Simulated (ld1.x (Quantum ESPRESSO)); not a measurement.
## How hard is this tin (Sn) TM semilocal potential?

Sn, norm-conserving Troullier–Martins (semilocal form), made with ld1.x (Quantum ESPRESSO) 7.5 (LDA (PZ), scalar-relativistic). Core [Kr] 4d10, reference 5s2 5p2. Waves: 5p (bound): rc 2.80 bohr; 5s (bound): rc 1.70 bohr. Local part: the s channel. Core correction: none.

The pseudo-atom Hamiltonian at the reference potential is diagonalised in spherical Bessel functions j_l(qr) that vanish at 20 bohr, with q² up to the cutoff. All-electron valence levels (Ry): 5p -0.2847, 5s -0.7948.

Problem. How do the lowest levels (Ry) of each channel move with the cutoff, and are there ghosts?

Solution.

```csv
cutoff (Ry),p #1,p #2,s #1,s #2,Σ f·Δε (mRy)
8,-0.2818,0.0256,-0.7714,-0.0306,52.7
12,-0.2844,0.0254,-0.7751,-0.0310,40.1
18,-0.2845,0.0254,-0.7836,-0.0316,22.7
25,-0.2847,0.0254,-0.7911,-0.0323,7.5
35,-0.2847,0.0254,-0.7926,-0.0325,4.4
45,-0.2847,0.0254,-0.7937,-0.0326,2.3
55,-0.2847,0.0254,-0.7945,-0.0326,0.7
70,-0.2847,0.0254,-0.7946,-0.0326,0.5
400,-0.2847,0.0254,-0.7948,-0.0326,0.0
```

Result: no extra level below or beside the all-electron valence levels (p, s tested); the semilocal form is local in each channel, so this says nothing of the separable form that plane-wave codes build from it; 10 mRy is reached at 25 Ry and 1 mRy at 55 Ry.
